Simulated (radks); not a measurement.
The numbers below are computed, except where a source is named.
Task: Radial electron density D(r) = 4 pi r^2 rho(r) of an atom or ion with 28 electrons. Level of theory: Dirac Kohn-Sham, PBE, spin-unpolarised, spherical densities, point nucleus (a radial shooting solver on a logarithmic mesh with Libxc functionals).

r (bohr),D(r) (e/bohr)
0.003543,2.160
0.00406,2.739
0.004651,3.458
0.005329,4.345
0.006105,5.429
0.006994,6.742
0.008013,8.311
0.00918,10.16
0.01052,12.31
0.01205,14.74
0.01381,17.45
0.01594,20.54
0.01827,23.57
0.02093,26.56
0.02398,29.31
0.02747,31.63
0.03147,33.27
0.03606,34.06
0.04131,33.89
0.04733,32.82
0.05422,31.08
0.06212,29.12
0.07117,27.50
0.08154,26.84
0.09342,27.55
0.107,29.71
0.1226,32.87
0.1405,36.09
0.1609,38.18
0.1844,38.10
0.2113,35.36
0.242,30.40
0.2773,24.51
0.3177,19.40
0.364,16.45
0.417,16.11
0.4777,17.65
0.5473,19.59
0.6271,20.45
0.7184,19.44
0.8231,16.73
0.943,13.10
1.08,9.468
1.248,6.326
1.429,4.246
1.638,2.925
1.876,2.125
2.15,1.617
2.463,1.247
2.822,0.9347
3.233,0.6592
3.704,0.4274
4.243,0.2507
4.861,0.1314
5.57,0.06051
6.381,0.02398
7.311,0.007964
8.376,0.002165
9.596,0.0004708

What is the nuclear charge?

Result: Z = 28. The innermost maximum, from 1s, lies near gamma/Z bohr with gamma = sqrt(1 - (Z/c)^2) = 0.979, here 0.035 bohr (found: 0.0378), and its height grows with Z. The density is that of neutral nickel in [Ar] 3d8 4s2; the configuration itself is not fixed sharply by these data, and Z only to about a unit. D(r) has 3 maxima, at r = 0.0378, 0.172, 0.627 bohr, and minima at 0.0815, 0.397 bohr, inside which lie 2.11, 10.80 electrons.
